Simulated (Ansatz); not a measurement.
C8H16O (`CCCCC(C=O)CC`) from Hartree–Fock to CCSD(T)

```xyz
25

C    -0.241   -1.332    2.596
C    -1.089   -0.690    1.510
C    -0.763   -1.173    0.101
C     0.632   -0.842   -0.417
C     0.954    0.653   -0.574
C     1.329    1.276    0.744
O     0.941    2.334    1.156
C    -0.082    1.472   -1.327
C    -0.309    0.995   -2.751
H    -0.335   -2.422    2.574
H     0.819   -1.093    2.488
H    -0.548   -0.991    3.587
H    -2.143   -0.908    1.709
H    -1.000    0.400    1.566
H    -1.508   -0.771   -0.593
H    -0.883   -2.262    0.068
H     1.391   -1.295    0.232
H     0.760   -1.322   -1.391
H     1.904    0.691   -1.135
H     2.058    0.676    1.336
H    -1.024    1.464   -0.770
H     0.243    2.515   -1.328
H    -1.018    1.644   -3.271
H     0.623    1.001   -3.323
H    -0.710   -0.021   -2.786
```

Charge 0, multiplicity 1. Geometry: relaxed with PBE0-D4/def2-TZVP. It is one conformer, not always the lowest. Frozen core, restricted reference, the Gaussian-basis code of Ansatz. CBS rows extrapolate triple and quadruple zeta; past MP2 they add the triple-zeta difference.

```tsv
basis	HF (Eh)	MP2 corr.	CCSD corr.	(T)	CCSD(T) total
def2-TZVPP	-387.26377	?	-1.69791	?	?
def2-QZVPP	?	-1.72293	–	–	–
CBS(def2)	-387.28404	-1.80008	?	as TZ	?
```

Question: Fill in the withheld values. (An estimate is asked.)

Answer: The calculation gave: def2-TZVPP MP2 corr.: -1.61877; def2-TZVPP (T): -0.07032; def2-TZVPP CCSD(T) total: -389.03200; def2-QZVPP HF (Eh): -387.28158; CBS(def2) CCSD corr.: -1.87923; CBS(def2) CCSD(T) total: -389.23359.
